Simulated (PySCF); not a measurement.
**Electron correlation in K³⁺ (potassium, charge +3)**

[Ne] 3s2 3p4, high-spin 3P determinant. All numbers are calculated (PySCF 2.14, the spin-free X2C one-electron Hamiltonian (Gaussian nucleus), in x2c-SVPall (5s3p2d, 24 functions)). Frozen: [Ne] 3s2; 4 electrons correlated.

Total MP2 correlation energy: -12.66 mhartree.

Same-spin part -5.12 and opposite-spin part -7.53 mhartree; SCS-MP2 scales them by 1/3 and 6/5 to -10.75 mhartree.

```csv
level,correlation energy (mhartree)
CCSD,-14.83
(T),0.00
CCSD(T),-14.83
```

Diagnostics: T1 = 0.00032, D1 = 0.0005, largest double amplitude 0.017.

Problem. Is a single reference adequate?

Solution. Yes: T1 lies below 0.03 and no double amplitude reaches 0.07.
